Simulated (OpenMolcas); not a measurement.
Ti3+ with 3 ligands (chloride) in trigonal planar coordination (D3h). Ligand basis ANO-RCC-VDZP.

```json
{"Program": "OpenMolcas 26.06", "Method": "SS-CASPT2, IPEA 0.25 Eh, imaginary shift 0.1 Eh (closed shells correlated: 3s 3p and the ligand valence shells)", "Basis": "ANO-RCC-VTZP [6s5p3d2f1g]", "Scalar Hamiltonian": "DKH2, point nucleus", "Active space": "1 electron in 5 orbitals (3d)", "State averaging": "2S+1 = 2 even, 5 roots", "Spin-orbit coupling": "RASSI with atomic mean-field integrals over the reference wave functions"}
```

All ligands move together. At R = 2.12 Å the first state of the same spin is 4650 cm-1, and at R = 2.23 Å it is 3380 cm-1.

A third run gives 2950 cm-1. What distance was it run at?

With a power law R^-n the two known points give n = -ln(3380 / 4650) / ln(2.23 / 2.12) = 6.31. Then R = 2.12 × (4650 / 2950)^(1/6.31) = 2.279 Å. The run was at 2.28 Å, so the estimate is off by -0.001 Å.

Roots that are degenerate in the reference are averaged as groups; the widest CASPT2 spread within a group is 74 cm-1 (the 2-fold group of multiplicity 2 near 12900 cm-1 above the lowest state of its run, R = 2.28). Shifts and gaps below about the spread of the groups concerned are not significant. Ligand-to-metal charge-transfer states are missing. The least metal-like active orbital is 82 % on the metal (Löwdin) and no ligand orbital is active, so the numbers are rough (holds for R = 2.12). No measured value stands beside these numbers; the geometry was imposed, not optimised, and the real ion may take another.
